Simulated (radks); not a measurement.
Task: The mean radii <r> (bohr) of the occupied orbitals of an atom or ion are listed with their occupations. Calculated with a radial shooting solver on a logarithmic mesh with Libxc functionals: non-relativistic Kohn-Sham, PBE, spin-unpolarised, spherical densities, point nucleus.

orbital  occ.      <r>
1s          2  0.08155
2s          2   0.3898
2p          6   0.3511
3s          2    1.240
3p          5    1.356
5f          1    15.00

Name the element and its charge.

Result: Z = 19, potassium, charge +1: K+ in [Ne] 3s2 3p5 5f1. The 1s radius gives Z: for a bare nucleus <r> = 1.5/Z, 0.07895 bohr for Z = 19, and screening makes it slightly larger (0.08155 here). The occupations add up to 18, and the charge is Z minus that.
